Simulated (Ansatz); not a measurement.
`[CH3][Ti]12345678([OH])([C@H]9[C@@H]1[C@@H]2[C@@H]3[C@H]94)[C@H]1[C@@H]5[C@@H]6[C@@H]7[C@H]18` + H–F → `[CH3][Ti]12345678([F])([C@H]9[C@@H]1[C@@H]2[C@@H]3[C@H]94)[C@H]1[C@@H]5[C@@H]6[C@@H]7[C@H]18` + H₂O  (ligand exchange at a Ti–O bond)

Program: Ansatz. Geometries: PBE0-D4/def2-TZVP. ΔE: electronic, gas phase. CBS: MP2 limit from def2 TZ/QZ plus the TZ coupled-cluster correction, frozen cores. This one scheme is used for every species. Functionals use def2-TZVPP. For Ti outer-core shells are correlated without core-valence functions, which leaves a few kJ/mol of doubt a bond. Scalar relativity is left out up to krypton. One conformer a species, not always the lowest.

```json
{"level": "PBE-QIDH", "ΔE (kJ/mol)": "-54.2"}
{"level": "CCSD(T)/def2-TZVPP", "ΔE (kJ/mol)": "-50.8"}
```

What does CCSD(T)/CBS give? (An estimate is asked.)

The calculation gave: -50.8 kJ/mol. The listed levels differ from it by -3.4, 0.0 kJ/mol.

Largest T1 diagnostic among the species: 0.018.

Leaving LDA and LC-ωPBE aside and taking each functional with its dispersion term where it has one, the values, not all of them listed here, spread over 10.7 kJ/mol, from BHLYP-D4 to revPBE-D4. LDA lies +7.8 kJ/mol from PBE without D4. From BLYP to BHLYP (50 % exact exchange), in def2-TZVPP and without D4, ΔE moves by −3.1 kJ/mol.

CCSD(T)/CBS has its own doubt, a few kJ/mol and more with outer-core shells, so smaller differences from it don't rank the levels.
